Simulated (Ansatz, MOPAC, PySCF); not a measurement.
Torsion H3–O1–Si2–H4 in H2OSi (SMILES O[SiH]); at each angle all else is relaxed with GFN2-xTB, and the levels are single points there.
Geometry at 180° (charge 0, multiplicity 1):
| atom | x (Å) | y (Å) | z (Å) |
|---|---|---|---|
| O | -0.7513 | 0.2951 | 0.2673 |
| Si | 0.7532 | 0.6048 | -0.3343 |
| H | -1.3395 | -0.3565 | -0.1005 |
| H | 1.0064 | 1.6455 | 0.6884 |

On the grid 0° to 330°, 270° is the highest and 180° the lowest point at CCSD(T)/CBS(cc-pV(T+d)Z, cc-pV(Q+d)Z).

Frozen-core correlation. CBS(a, b) extrapolates the correlation energy as X⁻³ and adds the Hartree–Fock energy of set b. Rows in 3-21G, 6-311+G**, 6-31G*, LANL2DZ carry no dispersion term and start afresh at each structure (6-31G* with six Cartesian d functions). LANL2DZ brings its own core potentials from Na on. The state that AM1, PM3 reach isn't checked.

Programs: Ansatz (an electronic-structure program) with Gaussian orbitals; MOPAC for AM1, PM3 (differences of heats of formation); PySCF for 3-21G rows, 6-311+G** rows, 6-31G* rows, LANL2DZ rows, the dispersion terms. 

Other levels give for the energy at 270° less that at 180°: PBE/def2-TZVPP 38.7; B3LYP/def2-TZVPP 36.1; B3LYP-D3(BJ)/def2-TZVPP 36.0; wB97M-V/def2-TZVPP 36.6; CCSD(T)/CBS(cc-pV(T+d)Z, cc-pV(Q+d)Z) 35.8 kJ/mol.

What do these common cheap choices give for the same quantity: AM1, PM3, HF/3-21G, BP86/6-31G*, B3LYP/6-31G*, B3LYP/6-311+G**, B3LYP/LANL2DZ, M06-2X/6-31G*?

AM1 37.5; PM3 41.6; HF/3-21G 37.2; BP86/6-31G* 47.1; B3LYP/6-31G* 44.1; B3LYP/6-311+G** 37.1; B3LYP/LANL2DZ 41.8; M06-2X/6-31G* 42.5 kJ/mol. They span 37.1 to 47.1 kJ/mol.
